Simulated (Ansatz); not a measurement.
The molecule ZnO+, multiplicity 2 (lowest of 2S+1 = 2, 4 at CCSD(T)/def2-TZVPP on PBE0 minima; our sources give no spin for the ground state, which may be another). No spin–orbit coupling. Zn is treated without relativity.

Seven points along R, fitted to fifth degree in 1/R; most abundant isotopes. In def2 and cc sets the state is the lowest found near the PBE0 minimum, followed along R.

Codes used: Ansatz (a first-principles code). Values without a source in brackets are computed.

Question: What bond length and harmonic frequency does PBE/def2-TZVPP give?

Answer: r_e = 1.807 Å, ω_e = 608 cm⁻¹.

Question: What bond length and harmonic frequency does B3LYP/def2-TZVPP give?

Answer: r_e = 1.810 Å, ω_e = 614 cm⁻¹.

Question: What bond length and harmonic frequency does wB97X-V/def2-TZVPP give?

Answer: r_e = 1.788 Å, ω_e = 665 cm⁻¹.
